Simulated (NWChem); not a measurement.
System: BHOIF; SMILES IB(F)O

NWChem printed, in part:

```
             Northwest Computational Chemistry Package (NWChem) 7.3.0
             --------------------------------------------------------

 CS  symmetry detected

                             Geometry "geometry" -> ""
                             -------------------------

 Output coordinates in angstroms (scale by  1.889725989 to convert to a.u.)

  No.       Tag          Charge          X              Y              Z
 ---- ---------------- ---------- -------------- -------------- --------------
    1 B                    5.0000     0.02401008    -1.32044714     0.00000000
    2 F                    9.0000    -1.12329952    -1.98348456     0.00000000
    3 I                   53.0000    -0.01350192     0.81193987     0.00000000
    4 O                    8.0000     1.20017047    -1.95753035     0.00000000
    5 H                    1.0000     1.10388348    -2.91897350     0.00000000

 Effective nuclear repulsion energy (a.u.)     288.9985698917

      Symmetry information
      --------------------

 Group name             Cs
 Group number              2
 Group order               2
 No. of unique centers     5

                                 NWChem DFT Module
                                 -----------------

 Summary of "ao basis" -> "ao basis" (spherical)
 ------------------------------------------------------------------------------
       Tag                 Description            Shells   Functions and Types
 ---------------- ------------------------------  ------  ---------------------
 B                          def2-svp                 6       14   3s2p1d
 F                          def2-svp                 6       14   3s2p1d
 I                          def2-svp                10       26   4s4p2d
 O                          def2-svp                 6       14   3s2p1d
 H                          def2-svp                 3        5   2s1p

      Symmetry analysis of basis
      --------------------------

        a'         52
        a"         21

            General Information
            -------------------
          SCF calculation type: DFT
          Wavefunction type:  closed shell.
          No. of atoms     :     5
          No. of electrons :    48
           Alpha electrons :    24
            Beta electrons :    24
          Charge           :     0
          Spin multiplicity:     1
          Use of symmetry is: on ; symmetry adaption is: on
          Maximum number of iterations: 150
          AO basis - number of functions:    73
                     number of shells:    31
          Convergence on energy requested:  1.00D-06
          Convergence on density requested:  1.00D-05
          Convergence on gradient requested:  5.00D-04

              XC Information
              --------------
                         MN15 Method XC Functional
                     Hartree-Fock (Exact) Exchange  0.440
                          MN15 Exchange Functional  1.000
                        MN15 Correlation Potential  1.000

             Grid Information
             ----------------
          Grid used for XC integration:  coarse
          Radial quadrature: Mura-Knowles
          Angular quadrature: Lebedev.
          Tag              B.-S. Rad. Rad. Pts. Rad. Cut. Ang. Pts.
          ---              ---------- --------- --------- ---------
          B                   0.85       35           8.0       302
          F                   0.50       35           8.0       302
          I                   1.40      104          10.0       302
          O                   0.60       35           9.0       302
          H                   0.35       35          11.0       302
          Grid pruning is: on
          Number of quadrature shells:   244
          Spatial weights used:  Erf1

      Superposition of Atomic Density Guess
      -------------------------------------

 Sum of atomic energies:        -546.11405879

      Non-variational initial energy
      ------------------------------

 Total energy =    -496.734737
 1-e energy   =   -1124.505609
 2-e energy   =     460.853414
 HOMO         =      -0.353423
 LUMO         =       0.063314

      Symmetry analysis of molecular orbitals - initial
      -------------------------------------------------

  Numbering of irreducible representations:

     1 a'          2 a"

  Orbital symmetries:

     1 a'          2 a'          3 a'          4 a'          5 a'
     6 a'          7 a"          8 a'          9 a'         10 a"
    11 a'         12 a"         13 a'         14 a'         15 a'
    16 a'         17 a'         18 a'         19 a"         20 a'
    21 a"         22 a'         23 a"         24 a'         25 a'
    26 a"         27 a'         28 a'         29 a'         30 a'
    31 a"         32 a'         33 a'         34 a"

     ---------------------------------------------
      Total Density - Mulliken Population Analysis
     ---------------------------------------------

    Atom       Charge   Shell Charges
 -----------   ------   -------------------------------------------------------
    1 B    5     4.20   1.99  0.74  0.10  0.99  0.20  0.18
    2 F    9     9.35   1.99  1.15  0.72  3.50  1.99  0.00
    3 I   25    25.30   1.83  0.22  1.22  0.67  2.92  3.13  2.65  2.64  9.82  0.19
    4 O    8     8.49   1.99  1.10  0.56  3.07  1.76  0.01
    5 H    1     0.65   0.52  0.07  0.06

   convergence    iter        energy       DeltaE   RMS-Dens  Diis-err
 ---------------- ----- ----------------- --------- --------- ---------
 d= 0,ls=0.0,diis     1   -497.1893933982 -6.64D+02  1.57D-02  1.22D+00
 d= 0,ls=0.0,diis     2   -497.2106395267 -2.12D-02  8.29D-03  8.87D-01
 d= 0,ls=0.0,diis     3   -497.2884279055 -7.78D-02  1.64D-03  6.45D-02
 d= 0,ls=0.0,diis     4   -497.2942388195 -5.81D-03  4.75D-04  1.56D-03
 d= 0,ls=0.0,diis     5   -497.2943702627 -1.31D-04  1.80D-04  2.64D-04
  Resetting Diis
 d= 0,ls=0.0,diis     6   -497.2944048982 -3.46D-05  3.48D-05  1.16D-05
 d= 0,ls=0.0,diis     7   -497.2944057540 -8.56D-07  2.83D-05  2.55D-06
 d= 0,ls=0.0,diis     8   -497.2944056198  1.34D-07  1.48D-05  4.49D-06
 d= 0,ls=0.0,diis     9   -497.2944060137 -3.94D-07  1.98D-06  2.09D-08

         Total DFT energy =     -497.294406013657
      One electron energy =    -1126.453147532921
           Coulomb energy =      507.061437603791
    Exchange-Corr. energy =      -44.820154850142
 Nuclear repulsion energy =      166.917458765615

 Numeric. integr. density =       48.000025950952

                  Occupations of the irreducible representations
                  ----------------------------------------------

                     irrep           alpha         beta
                     --------     --------     --------
                     a'               18.0         18.0
                     a"                6.0          6.0

                       DFT Final Molecular Orbital Analysis
                       ------------------------------------

 Vector   22  Occ=2.000000D+00  E=-3.853796D-01  Symmetry=a'
              MO Center= -5.4D-02,  1.7D-01,  3.0D-16, r^2= 2.8D+00
   Bfn.  Coefficient  Atom+Function         Bfn.  Coefficient  Atom+Function
  ----- ------------  ---------------      ----- ------------  ---------------
    40      0.503732  3 I  py                43      0.367513  3 I  py
     5      0.295231  1 B  py                19     -0.229549  2 F  py
    37     -0.209414  3 I  py                 2     -0.196946  1 B  s
    31      0.178846  3 I  s                 34     -0.171628  3 I  py
    22      0.149464  2 F  py                59      0.124013  4 O  py

 Vector   23  Occ=2.000000D+00  E=-3.034786D-01  Symmetry=a"
              MO Center=  1.1D-02,  6.4D-01,  2.3D-16, r^2= 2.3D+00
   Bfn.  Coefficient  Atom+Function         Bfn.  Coefficient  Atom+Function
  ----- ------------  ---------------      ----- ------------  ---------------
    41      0.594122  3 I  pz                44      0.529461  3 I  pz
    38     -0.247751  3 I  pz                35     -0.201699  3 I  pz
    60     -0.119103  4 O  pz                63     -0.094046  4 O  pz
     6     -0.073738  1 B  pz                20      0.065398  2 F  pz
    23     -0.049858  2 F  pz                 9      0.029558  1 B  pz

 Vector   24  Occ=2.000000D+00  E=-2.961087D-01  Symmetry=a'
              MO Center= -1.5D-02,  7.3D-01,  6.5D-16, r^2= 2.1D+00
   Bfn.  Coefficient  Atom+Function         Bfn.  Coefficient  Atom+Function
  ----- ------------  ---------------      ----- ------------  ---------------
    39      0.614306  3 I  px                42      0.535930  3 I  px
    36     -0.254543  3 I  px                33     -0.207128  3 I  px
    19     -0.078084  2 F  py                57     -0.059118  4 O  s
    22      0.053544  2 F  py                59     -0.050970  4 O  py
    69      0.043601  5 H  s                 56     -0.037752  4 O  s

[...]

                         DFT ENERGY GRADIENTS

    atom               coordinates                        gradient
                 x          y          z           x          y          z
   1 B       0.045372  -2.495283   0.000000    0.001317  -0.004367   0.000000
   2 F      -2.122728  -3.748242   0.000000    0.000831   0.000940   0.000000
   3 I      -0.025515   1.534344   0.000000    0.000204   0.000134   0.000000
   4 O       2.267993  -3.699196   0.000000   -0.001260  -0.000768   0.000000
   5 H       2.086037  -5.516060   0.000000   -0.001091   0.004060   0.000000
```

Level: MN15/def2-SVP with def2 effective core potentials on I. Structure relaxed at the PBE0/def2-SVP level. def2 effective core potentials on I; no spin-orbit coupling.

Task: Write an input that gives this output.

Result: One answer among several that fit: the input that was run:
```
start job
memory heap 200 mb stack 900 mb global 1100 mb
geometry units angstroms noautoz
  B      0.043458    -1.306237     0.000000
  F     -1.091397    -1.990373     0.000000
  I     -0.033472     0.825092     0.000000
  O      1.231196    -1.921466     0.000000
  H      1.152701    -2.884525     0.000000
end
basis spherical
  B library def2-svp
  F library def2-svp
  I library def2-svp
  O library def2-svp
  H library def2-svp
end
ecp
  I library def2-ecp
end
dft
  xc mn15
  grid coarse
  iterations 150
  mulliken
end
task dft gradient
```
